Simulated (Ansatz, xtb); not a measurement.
## Two isomers of C5H8O2S

Structure X: `CC(=O)/C(S)=C(\C)O`, a singlet. Structure Y: `CC(=O)/C(S)=C(/C)O`, a singlet. Both are isolated molecules in the gas phase, relaxed with r2SCAN-D4/def2-SVP; the shapes shown needn't be the lowest conformers.

X (Å):

```xyz
16

C     1.7365   -1.3786    2.2182
C     0.2809   -1.4183    2.6443
C    -0.8015   -1.1468    1.6759
C    -0.7191   -0.6792    0.3805
C     0.5071   -0.5071   -0.4618
O     0.0030   -1.6465    3.8136
O    -1.8150   -0.3026   -0.2834
S    -2.4590   -1.3850    2.3112
H     1.9587   -2.1593    1.4737
H     2.0160   -0.4096    1.7786
H     2.3444   -1.5571    3.1142
H    -2.3160   -0.6192    3.4181
H     0.1934   -0.4322   -1.5114
H     1.0370    0.4242   -0.2027
H     1.2118   -1.3388   -0.3555
H    -2.5636   -0.3632    0.3589
```

Y (Å):

```yaml
atoms:
  - { symbol: C, position_ang: [-0.0636, 2.1912, 2.5825] }
  - { symbol: C, position_ang: [-1.0576, 1.0674, 2.4256] }
  - { symbol: C, position_ang: [-0.8146, -0.0104, 1.4353] }
  - { symbol: C, position_ang: [0.2609, -0.1198, 0.5952] }
  - { symbol: C, position_ang: [0.3906, -1.2607, -0.3642] }
  - { symbol: O, position_ang: [-2.0692, 1.0466, 3.1214] }
  - { symbol: O, position_ang: [1.2512, 0.8066, 0.6024] }
  - { symbol: S, position_ang: [-2.0729, -1.2617, 1.3721] }
  - { symbol: H, position_ang: [0.9299, 1.8045, 2.8545] }
  - { symbol: H, position_ang: [0.0714, 2.7344, 1.6354] }
  - { symbol: H, position_ang: [-0.4365, 2.8681, 3.3615] }
  - { symbol: H, position_ang: [-2.7540, -0.5977, 2.3534] }
  - { symbol: H, position_ang: [-0.4745, -1.2931, -1.0486] }
  - { symbol: H, position_ang: [1.3105, -1.1923, -0.9670] }
  - { symbol: H, position_ang: [0.3963, -2.2236, 0.1749] }
  - { symbol: H, position_ang: [1.9119, 0.5553, -0.0558] }
```

Question: Estimate which is lower in electronic energy at CCSD(T)/def2-SVP + ΔMP2/def2-TZVPP, and by roughly how much.

Answer: The CCSD(T)/def2-SVP + ΔMP2/def2-TZVPP calculation puts structure X lower, by 2.2 kcal/mol.

Level by level:

| level | geometry | E(Y) − E(X) (kcal/mol) | departure from the last row (kcal/mol) | job, with rough time for the two |
| --- | --- | --- | --- | --- |
| r2SCAN-D4/def2-SVP | r2SCAN-D4/def2-SVP | +1.5 | −0.7 | optimisation, 12 min |
| HF/def2-SVP | r2SCAN-D4/def2-SVP | +3.5 | +1.3 | part of the CCSD(T) run |
| MP2/def2-SVP | r2SCAN-D4/def2-SVP | +2.4 | +0.2 | part of the CCSD(T) run |
| CCSD(T)/def2-SVP | r2SCAN-D4/def2-SVP | +2.4 | +0.2 | single point |
| CCSD(T)/def2-SVP + ΔMP2/def2-TZVPP | r2SCAN-D4/def2-SVP | +2.2 |  | single point, 6.4 min |

As drawn, both hold the same kinds of bond in the same numbers.

None of the levels shown reverses the order. The largest departure from CCSD(T)/def2-SVP + ΔMP2/def2-TZVPP is that of HF/def2-SVP, 1.3 kcal/mol. No reliable frequencies are at hand for X, so it isn't confirmed as a minimum. Levels run at GFN2-xTB geometries aren't shown. The last row adds to CCSD(T) the change of the MP2 difference between the two basis sets, here −0.2 kcal/mol.

The correlated steps freeze 12 core orbitals. Programs: Ansatz 0.2.0, xtb 6.7.1; the last row on 2 threads of Intel(R) Xeon(R) Processor @ 2.50GHz (Skylake/Cascade Lake) on a shared host.
